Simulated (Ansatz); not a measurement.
# Nudged elastic band run: AlSi$_{16}$

The input (input.yaml):

```yaml
crystal:
  lattice:
    - [0.0, 5.43, 5.43]
    - [5.43, 0.0, 5.43]
    - [5.43, 5.43, 0.0]
  atoms:
    - { symbol: Si, position: [-0.01031184, 0.00326174, 0.00283494] }
    - { symbol: Si, position: [0.11348045, 0.12696613, 0.12653463] }
    - { symbol: Si, position: [-0.00897791, 0.00478583, 0.50138743] }
    - { symbol: Si, position: [0.11346042, 0.12697336, 0.63162898] }
    - { symbol: Si, position: [-0.00898143, 0.50182053, 0.00435919] }
    - { symbol: Si, position: [0.11346219, 0.63205817, 0.12654226] }
    - { symbol: Si, position: [-0.00898427, 0.50183888, 0.50140314] }
    - { symbol: Si, position: [0.12783092, 0.62388388, 0.62346257] }
    - { symbol: Si, position: [0.48829981, 0.00469793, 0.00427347] }
    - { symbol: Si, position: [0.61847728, 0.12699546, 0.12658517] }
    - { symbol: Si, position: [0.48830392, 0.00467508, 0.50137635] }
    - { symbol: Si, position: [0.61020282, 0.14143221, 0.62349873] }
    - { symbol: Si, position: [0.488298, 0.50178586, 0.00426117] }
    - { symbol: Si, position: [0.61019441, 0.62392181, 0.1410095] }
    - { symbol: Si, position: [0.48967312, 0.50326227, 0.50284108] }
    - { symbol: Si, position: [0.61020468, 0.62390749, 0.62349303] }
    - { symbol: Al, position: [0.73961403, 0.75328827, 0.75287271] }
magnetization:
  spin_polarized: true
basis:
  ecutwfc: 420.0
kpoints:
  mp_grid: { grid: [2, 2, 2] }
hamiltonian:
  xc: pbe
  dispersion: d3bj
  pseudopotentials: { kind: paw, azcp: { folder: soft_1 } }
scf:
  occupations: { method: gaussian, width: 0.05 }
  lower_state_search: "off"
neb:
  images: 5
  f_tol: 0.05
  initial_path: idpp
  max_iterations: 48
  spring: 2.0
  final_atoms:
    - { symbol: Si, position: [-0.01717878, 0.01477476, 0.00161994] }
    - { symbol: Si, position: [0.11957261, 0.13667851, 0.12374099] }
    - { symbol: Si, position: [-0.00273446, 0.00651766, 0.49852406] }
    - { symbol: Si, position: [0.11955379, 0.13668835, 0.62084492] }
    - { symbol: Si, position: [-0.00271628, 0.51152388, -0.00652153] }
    - { symbol: Si, position: [0.11948117, 0.63395449, 0.12371853] }
    - { symbol: Si, position: [-0.00271725, 0.51151795, 0.49857839] }
    - { symbol: Si, position: [0.12099353, 0.63531499, 0.62227215] }
    - { symbol: Si, position: [0.50035361, 0.0147746, 0.00161851] }
    - { symbol: Si, position: [0.6209967, 0.13529714, 0.12227789] }
    - { symbol: Si, position: [0.50033688, 0.0147918, 0.48410583] }
    - { symbol: Si, position: [0.62248783, 0.13668598, 0.62084111] }
    - { symbol: Si, position: [0.50039127, 0.49713441, 0.00166242] }
    - { symbol: Si, position: [0.62241467, 0.63395016, 0.12372593] }
    - { symbol: Si, position: [0.49219191, 0.51150838, 0.49858265] }
    - { symbol: Si, position: [0.62241842, 0.63395533, 0.62076948] }
    - { symbol: Al, position: [0.37098392, 0.88536857, 0.87224279] }
  order_check: true
```

Launched with:

```bash
$ ansatz run input.yaml --threads 2 --pin off --max-ram 5120MiB --backend cpu --events-out ev --progress --plain --runs-dir out
```

Output, in part (warnings, iteration lines):

```
NEB end point (image 0): max|allowed force component| = 8.039e-3 eV/Å (the criterion of neb.relax_end_points is 1.000e-2)
NEB end point (image 6): max|allowed force component| = 8.007e-3 eV/Å (the criterion of neb.relax_end_points is 1.000e-2)
NEB iter   1: max|band force component| = 3.079e0 eV/Å  barrier→ = 1.6789 eV  barrier← = 1.6789 eV  Δτ_max = 0.1624 Å  (60 SCF iters)
NEB iter   2: max|band force component| = 1.150e0 eV/Å  barrier→ = 0.9825 eV  barrier← = 0.9825 eV  Δτ_max = 0.1713 Å  (35 SCF iters)
NEB iter   3: max|band force component| = 2.491e-1 eV/Å  barrier→ = 0.8058 eV  barrier← = 0.8058 eV  CI = image 3  Δτ_max = 0.0822 Å  (35 SCF iters)
NEB iter   4: max|band force component| = 8.590e-2 eV/Å  barrier→ = 0.7726 eV  barrier← = 0.7726 eV  CI = image 3  Δτ_max = 0.0277 Å  (31 SCF iters)
NEB iter   5: max|band force component| = 3.674e-2 eV/Å  barrier→ = 0.7687 eV  barrier← = 0.7687 eV  CI = image 3  CI's point: of a kind that is not told: the force calls were inconclusive, a negative curvature could not be distinguished from the path's own, the only one lies far off the path, or fixed occupations may fill a level only in part  Δτ_max = 0.0000 Å  (229 SCF iters)
```

The forces met the threshold. By the program's own check the climbing image is of a kind that is not told: the force calls were inconclusive, a negative curvature could not be distinguished from the path's own, the only one lies far off the path, or fixed occupations may fill a level only in part (lowest curvatures found: -3.60 and 0.61 eV/Å²). Limits of this set-up: coarse k mesh.

Final band (atoms are numbered from 1 in the order of the input):

```tsv
image	path coordinate (Å)	energy (eV)	Si8–Al17 (Å)	Si1–Al17 (Å)
0	0.00	0.00	2.43	4.70
1	0.52	0.11	2.48	4.27
2	1.04	0.43	2.66	3.74
3	1.56	0.77	3.15	3.15
4	2.08	0.43	3.74	2.66
5	2.60	0.11	4.27	2.48
6	3.12	0.00	4.70	2.43
```

The run took 4.6 min on 2 threads of Arm Neoverse V1 (shared host), peak memory 1.5 GiB.
